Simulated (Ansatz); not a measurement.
Cost and result for the atomization energy of C₃H₆BBr (11 atoms, 12 bonds).

```tsv
atom	x (Å)	y (Å)	z (Å)
B1	0.647	0.555	-0.463
C2	-1.112	0.524	-0.303
C3	-0.428	-0.275	0.629
C4	0.612	-1.096	0.163
Br5	-0.394	0.281	2.438
H6	1.256	1.378	0.142
H7	0.804	0.387	-1.633
H8	-1.474	0.063	-1.214
H9	-1.677	1.369	0.064
H10	0.429	-1.725	-0.700
H11	1.336	-1.461	0.877
```

The species carries charge 0 and has multiplicity 1. Correlated methods include outer-core shells of Br, which these sets cover unevenly. Scalar relativity is left out up to krypton. The bonds changed during the relaxation, so this is another structure than the one it started from. The structure was optimised at the PBE0-D4/def2-TZVP level. It is one conformer, not always the lowest. Program: Ansatz. All runs use 4 threads of an Arm Neoverse V1 on a shared host. Times are those of one run each, without the atoms' runs, and a repeat can differ threefold. Electronic energies, without spin–orbit coupling; frozen cores. CCSD(T)/CBS adds CCSD(T) − MP2 in def2-TZVPP to the MP2 limit, and its time is that of the two runs behind it. T1 = 0.009. With those shells the extrapolation isn't a true limit.

CCSD(T)/CBS is a level of theory with its own doubt, some kJ/mol a heavy atom from the limit and from the frozen cores, so smaller differences don't rank the functionals.

```json
{"level": "PBE-D4/def2-TZVPP (with forces)", "functions": "256", "wall time": "3.3 s", "atomization (kJ/mol)": "4302.3", "difference from CCSD(T)/CBS": "140.6", "per bond": "11.7"}
{"level": "BHLYP-D4/def2-TZVPP", "functions": "256", "wall time": "4.2 s", "atomization (kJ/mol)": "4051.9", "difference from CCSD(T)/CBS": "-109.8", "per bond": "-9.1"}
{"level": "CAM-B3LYP-D4/def2-TZVPP", "functions": "256", "wall time": "4.6 s", "atomization (kJ/mol)": "4176.0", "difference from CCSD(T)/CBS": "14.3", "per bond": "1.2"}
{"level": "r2SCAN-D4/def2-TZVPP (with forces)", "functions": "256", "wall time": "7 s", "atomization (kJ/mol)": "4217.5", "difference from CCSD(T)/CBS": "55.8", "per bond": "4.6"}
{"level": "B2PLYP/def2-TZVPP", "functions": "256", "wall time": "8 s", "atomization (kJ/mol)": "4130.3", "difference from CCSD(T)/CBS": "-31.4", "per bond": "-2.6"}
{"level": "PBE-QIDH/def2-TZVPP", "functions": "256", "wall time": "8 s", "atomization (kJ/mol)": "4193.9", "difference from CCSD(T)/CBS": "32.2", "per bond": "2.7"}
{"level": "ωB97X-V/def2-TZVPP", "functions": "256", "wall time": "10 s", "atomization (kJ/mol)": "4173.7", "difference from CCSD(T)/CBS": "12.0", "per bond": "1.0"}
{"level": "CCSD(T)/def2-SVP", "functions": "118", "wall time": "12 s", "atomization (kJ/mol)": "3989.0", "difference from CCSD(T)/CBS": "-172.7", "per bond": "-14.4"}
{"level": "B97M-V/def2-TZVPP", "functions": "256", "wall time": "12 s", "atomization (kJ/mol)": "4197.3", "difference from CCSD(T)/CBS": "35.6", "per bond": "3.0"}
{"level": "ωB97M-V/def2-TZVPP (with forces)", "functions": "256", "wall time": "15 s", "atomization (kJ/mol)": "4185.8", "difference from CCSD(T)/CBS": "24.1", "per bond": "2.0"}
{"level": "MP2/def2-QZVPP", "functions": "497", "wall time": "35 s", "atomization (kJ/mol)": "4217.3", "difference from CCSD(T)/CBS": "55.6", "per bond": "4.6"}
{"level": "CCSD(T)/def2-TZVPP", "functions": "256", "wall time": "4.8 min", "atomization (kJ/mol)": "4068.4", "difference from CCSD(T)/CBS": "-93.3", "per bond": "-7.8"}
{"level": "CCSD(T)/CBS(def2)", "functions": "–", "wall time": "5.3 min", "atomization (kJ/mol)": "4161.7", "difference from CCSD(T)/CBS": "0.0", "per bond": "0.0"}
```

From BLYP to BHLYP (50 % exact exchange), in def2-TZVPP and without D4, the atomization energy moves by −78.8 kJ/mol: exact exchange takes away binding that semilocal exchange gives to molecules. The D4 term adds +39.8 kJ/mol with B3LYP and +20.5 kJ/mol with PBE0; it sums over pairs of atoms, weighted by their polarisabilities, and B3LYP, whose exchange is more repulsive, gets the larger term. Leaving LDA and LC-ωPBE aside and taking each functional with its dispersion term where it has one, the values spread over 250.4 kJ/mol, from BHLYP-D4 to PBE-D4. LDA lies +541.1 kJ/mol from PBE without D4, its usual overbinding.

B3LYP here is the variant with VWN-RPA as its local correlation; programs differ in this.
